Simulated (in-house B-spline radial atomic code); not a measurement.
# The magnesium ion Mg⁴⁺: [He] 2s2 2p3 3p1 (an excited or competing configuration)

Computed with an all-electron radial atomic-structure program (B-spline basis): non-relativistic Hartree-Fock, spin-polarised, averaged over the determinants with the given up and down occupations, point nucleus.

Effective charges: Z_r = [3n² - l(l+1)]/(2<r>) from the radius, Z_e = n√(-2ε) from the energy, and Slater's rules. Values are occupation-weighted means over spin.

```csv
shell,electrons,ε (eV),<r> (bohr),Z_r,Z_e,Slater
1s,2,-1460.5,0.1302,11.52,10.36,11.70
2s,2,-195.62,0.6323,9.49,7.58,8.90
2p,3,-172.07,0.5714,8.75,7.11,8.90
3p,1,-49.879,1.893,6.60,5.74,5.75
```

The least bound orbital is 3p up at -49.88 eV, and it is also the most diffuse (<r> = 1.893 bohr).
